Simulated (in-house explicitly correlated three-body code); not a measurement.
The numbers below are computed, except where a source is named.
# Two electrons around a charge Z: the exact Kohn-Sham energy parts

The exact non-relativistic ground state comes from a variational code in 260 exponentially correlated functions, the Kohn-Sham parts from inverting its density (past Z = 6 the correlation energy is taken as exact minus Hartree-Fock, equal to within microhartrees), and self-consistent runs (Hartree-Fock is restricted) from a B-spline radial code. Z may be fractional; the second electron is bound down to Z = 0.911.

E_c tends to a constant and T_c to −E_c as Z grows.

```
   Z      E (Eh)  E_x (Eh)  E_c (mEh)  T_c (mEh)  −T_c/E_c  binding (eV)
 1.3   -1.029897  -0.58218     -40.54      31.86     0.786         5.031
1.62   -1.764925  -0.78550     -41.27      34.51     0.836         12.32
2.26   -3.849214  -1.18766     -42.57      37.72     0.886         35.25
2.78   -6.145614  -1.51336     -43.28      39.31     0.908         62.08
3.54  -10.474408  -1.98892     -43.97      40.83     0.929         114.5
 4.8           ?         ?          ?          ?         ?             ?
 6.1           ?         ?          ?          ?         ?             ?
 7.9  -57.629082  -4.71484     -45.44      44.00     0.968           719
```

(1) What belongs in the row Z = 4.8?

(2) What belongs in the row Z = 6.1?

(3) Where is correlation strongest relative to exchange?

Results:

(1) E (Eh): -20.195903; E_x (Eh): -2.77688; E_c (mEh): -44.66; T_c (mEh): 42.32; −T_c/E_c: 0.948; binding (eV): 236.1.

(2) E (Eh): -33.553769; E_x (Eh): -3.58964; E_c (mEh): -45.08; T_c (mEh): 43.23; −T_c/E_c: 0.959; binding (eV): 406.8.

(3) E_c/E_x falls from 0.070 at Z = 1.3 to 0.0096 at Z = 7.9, since exchange grows as Z while correlation stays near −0.045 hartree. The smaller −T_c/E_c at low Z marks the more static, in-out correlation of a loosely bound pair.
